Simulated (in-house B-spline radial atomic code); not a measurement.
## The tantalum ion Ta⁺: [Ar] 3d10 4s2 (4p1/2)2 (4p3/2)3 4d10 4f14 5s2 5p6 5d3 6s2 (with a hole in an inner shell)

Method: Dirac-Hartree-Fock, average of the jj configuration, Fermi nucleus of rms radius 5.3507 fm. Calculated with a radial B-spline atomic code at the basis-set limit.

Screening seen three ways: the hydrogenic charge with the same mean radius, Z_r = [3n² - l(l+1)]/(2<r>), the one with the same energy, Z_e = n√(-2ε), and Slater's rules. Values are occupation-weighted means over j. An effective charge above Z reflects the relativistic contraction of the inner shells.

```json
{"shell": "1s", "electrons": "2", "ε (eV)": "-67872", "<r> (bohr)": "0.01866", "Z_r": "80.38", "Z_e": "70.63", "Slater": "72.70"}
{"shell": "2s", "electrons": "2", "ε (eV)": "-11819", "<r> (bohr)": "0.07828", "Z_r": "76.65", "Z_e": "58.95", "Slater": "68.85"}
{"shell": "2p", "electrons": "6", "ε (eV)": "-10422", "<r> (bohr)": "0.07014", "Z_r": "71.28", "Z_e": "55.35", "Slater": "68.85"}
{"shell": "3s", "electrons": "2", "ε (eV)": "-2786.5", "<r> (bohr)": "0.2038", "Z_r": "66.25", "Z_e": "42.93", "Slater": "61.75"}
{"shell": "3p", "electrons": "6", "ε (eV)": "-2358.2", "<r> (bohr)": "0.2038", "Z_r": "61.34", "Z_e": "39.50", "Slater": "61.75"}
{"shell": "3d", "electrons": "10", "ε (eV)": "-1826.6", "<r> (bohr)": "0.1856", "Z_r": "56.57", "Z_e": "34.76", "Slater": "51.85"}
{"shell": "4s", "electrons": "2", "ε (eV)": "-613.49", "<r> (bohr)": "0.458", "Z_r": "52.40", "Z_e": "26.86", "Slater": "45.60"}
{"shell": "4p", "electrons": "5", "ε (eV)": "-476.78", "<r> (bohr)": "0.4843", "Z_r": "47.49", "Z_e": "23.68", "Slater": "45.60"}
{"shell": "4d", "electrons": "10", "ε (eV)": "-275.92", "<r> (bohr)": "0.5209", "Z_r": "40.32", "Z_e": "18.01", "Slater": "34.85"}
{"shell": "5s", "electrons": "2", "ε (eV)": "-102.46", "<r> (bohr)": "1.094", "Z_r": "34.27", "Z_e": "13.72", "Slater": "16.20"}
{"shell": "5p", "electrons": "6", "ε (eV)": "-62.585", "<r> (bohr)": "1.263", "Z_r": "28.89", "Z_e": "10.72", "Slater": "16.20"}
{"shell": "4f", "electrons": "14", "ε (eV)": "-61.346", "<r> (bohr)": "0.6058", "Z_r": "29.71", "Z_e": "8.49", "Slater": "23.45"}
{"shell": "5d", "electrons": "3", "ε (eV)": "-18.908", "<r> (bohr)": "1.861", "Z_r": "18.54", "Z_e": "5.89", "Slater": "5.30"}
{"shell": "6s", "electrons": "2", "ε (eV)": "-14.754", "<r> (bohr)": "3.049", "Z_r": "17.71", "Z_e": "6.25", "Slater": "4.30"}
```

The least bound orbital is 6s1/2 at -14.75 eV, and it is also the most diffuse (<r> = 3.049 bohr). The part-filled 4p shell lies below the filled 6s shell in orbital energy.

For the 1s electron the small component carries 7.56 % of the norm, the zero-frequency Breit interaction raises the level by 232.3 eV, self-energy by 144.7 eV, and vacuum polarisation lowers it by 26.96 eV.
